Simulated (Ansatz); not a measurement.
H$_{5}$N$_{2}$NbO$_{2}$, SMILES `[NH2][Nb]([NH2])(=[O])[OH]`, one more setting.

```yaml
crystal:
  periodic: [false, false, false]
  atoms:
    - {symbol: N, position_ang: [-2.016975, 0.853377, -0.139778]}
    - {symbol: Nb, position_ang: [-0.060445, -0.658030, -0.202791]}
    - {symbol: N, position_ang: [1.577037, -0.030670, 1.541037]}
    - {symbol: O, position_ang: [-0.750904, -2.610361, 0.249136]}
    - {symbol: O, position_ang: [0.955886, -0.642271, -2.368676]}
    - {symbol: H, position_ang: [-3.192100, 0.465938, 0.107286]}
    - {symbol: H, position_ang: [-2.006050, 2.103991, -0.310015]}
    - {symbol: H, position_ang: [1.928261, -0.800023, 2.477497]}
    - {symbol: H, position_ang: [2.128373, 1.095692, 1.684228]}
    - {symbol: H, position_ang: [1.540919, 0.158232, -3.034298]}
basis:
  gaussian: {orbitals: def2-TZVP}
total_charge: 1
magnetization: {spin_polarized: true, initial_magnetization: 1}
hamiltonian: {xc: {name: r2SCAN0}, dispersion: d3bj}
output: {forces: true}
```

```sh
$ ansatz run in.yaml --threads 4 --pin off --events-out ev --progress --plain --max-ram 10444MiB
```

Output, abridged:

```
Warning: the engine holds no damping parameters fitted to this dispersion correction and functional, so the run takes those fitted to r2scan0 beside the three-body term, which d3bj leaves out (hamiltonian.dispersion, under Limitations)
Functional definition: r2SCAN0
1203 factors; their error is unknown
mean field evaluation 1: about -8640.6659 eV, gradient 1.0e2 eV
mean field evaluation 2: about -8092.7441 eV, gradient 3.0e2 eV
mean field evaluation 4: about -8565.4284 eV, gradient 1.4e2 eV
mean field evaluation 8: about -8686.5057 eV, gradient 2.1e1 eV
mean field evaluation 16: about -8688.6683 eV, gradient 9.5e-1 eV
mean field evaluation 128: about -8688.4464 eV, gradient 5.9e-2 eV
mean field evaluation 160: about -8688.4805 eV, gradient 1.8e-5 eV
mean field -8688.76827279 eV, -319.3063445662 hartree, gradient 8.1e-6 eV, S^2 2.251174; 14 other end points of the search recorded, 0 dependent functions left out
reference -8688.76829500 eV, -319.3063453824 hartree; 24, 23 occupied and 170, 171 virtual orbitals, 1203 factors
Total energy: -8688.82989700 eV, -319.3086092143 hartree
Atom 0 at    -2.016975     0.853377    -0.139778 Å, force    -2.489419     1.862356     0.702101 eV/Å
Atom 1 at    -0.060445    -0.658030    -0.202791 Å, force    -0.002989    -3.913457    -2.041090 eV/Å
Atom 2 at     1.577037    -0.030670     1.541037 Å, force     1.465470     0.868604     2.708002 eV/Å
Atom 3 at    -0.750904    -2.610361     0.249136 Å, force     2.051524     6.114390    -1.143737 eV/Å
Atom 4 at     0.955886    -0.642271    -2.368676 Å, force     0.848302     3.625809     0.872582 eV/Å
Atom 5 at    -3.192100     0.465938     0.107286 Å, force     4.728539     1.833501    -1.100158 eV/Å
Atom 6 at    -2.006050     2.103991    -0.310015 Å, force    -0.335388    -5.180475     0.610417 eV/Å
Atom 7 at     1.928261    -0.800023     2.477497 Å, force    -1.235642     3.331695    -3.783848 eV/Å
Atom 8 at     2.128373     1.095692     1.684228 Å, force    -2.041479    -4.794394    -0.452426 eV/Å
Atom 9 at     1.540919     0.158232    -3.034298 Å, force    -2.988919    -3.748028     3.628157 eV/Å
Dipole moment:    -0.007029     1.700605     0.923727 e Å
```

Hardware: 4 threads of an Arm Neoverse V2 on a shared host. Wall time 85 s, peak host memory 0.87 GiB.
